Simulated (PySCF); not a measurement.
An unknown gives this computed stick spectrum. Method: TDDFT B3LYP/def2-SVPD, vertical, gas phase, core orbitals frozen in the response (PySCF 2.14.0, density-fitted response routines). Geometries: PBE0-D3(BJ)/def2-SVP, one conformer each.

| state | ν̃ (cm⁻¹) | f | main configurations (H = HOMO, L = LUMO) |
| --- | --- | --- | --- |
| S1 | 43590 | 0.368 | H→L (88%) |
| S2 | 45030 | 0.039 | H→L+1 (89%) |
| S3 | 51750 | 0.012 | H→L+2 (93%) |
| S4 | 53100 | 0.0008 | H-1→L (77%), H-2→L (20%) |
| S5 | 55620 | 0.0065 | H-2→L (73%), H-1→L (20%) |
| S6 | 56830 | 0.0016 | H→L+3 (90%) |

Orbital energies (eV): HOMO-3 -10.14, HOMO-2 -9.87, HOMO-1 -9.64, HOMO -7.22, LUMO -1.74, LUMO+1 -0.34, LUMO+2 0.04.

Question: Which structure fits? All have the formula C5H5F2NO2.
A. `N#C[C@@H]1CO[C@@H](F)[C@@H](F)O1`
B. `CC(=O)COC(F)(F)C#N`
C. `N#C[C@]1(OC(F)F)CCO1`
D. `N#C[C@@H]1CO[C@H](F)[C@@H](F)O1`
E. `CO/C=C(\C#N)OC(F)F`

Answer: E. Its S1 lies at 5.40 eV; the nearest of the others has S1 at 4.49 eV. S1 is HOMO→LUMO (88%). Löwdin shares by element: HOMO carbon 42% or more, oxygen 21% or more, nitrogen 13% (atoms not listed hold the other 25%); LUMO carbon 60% or more, nitrogen 16% (atoms not listed hold the other 23%). At the same level the other candidates give, for their lowest levels:
- `N#C[C@@H]1CO[C@H](F)[C@@H](F)O1`: 6.76 eV (f 0.009); 7.34 eV (f 0.011); 7.50 eV (f 0.010); 7.72 eV (f 0.000); 7.96 eV (f 0.004); HOMO -8.50, LUMO -0.65 eV
- `CC(=O)COC(F)(F)C#N`: 4.49 eV (f 0.000); 6.39 eV (f 0.018); 6.42 eV (f 0.005); 6.72 eV (f 0.011); 7.35 eV (f 0.001); HOMO -7.79, LUMO -1.44 eV
- `N#C[C@]1(OC(F)F)CCO1`: 6.81 eV (f 0.004); 7.34 eV (f 0.001); 7.42 eV (f 0.005); 7.66 eV (f 0.005); 7.83 eV (f 0.014); HOMO -8.83, LUMO -0.81 eV
- `N#C[C@@H]1CO[C@@H](F)[C@@H](F)O1`: 7.17 eV (f 0.006); 7.55 eV (f 0.009); 7.64 eV (f 0.002); 7.74 eV (f 0.014); 7.86 eV (f 0.008); HOMO -8.86, LUMO -0.48 eV

The values belong to the conformer `[CH3:1][O:2]/[CH:3]=[C:4](\[C:5]#[N:6])[O:7][CH:8]([F:9])[F:10]`: C1–O2–C3–C4 177°, C3–C4–O7–C8 107°, C4–O7–C8–F9 170°.
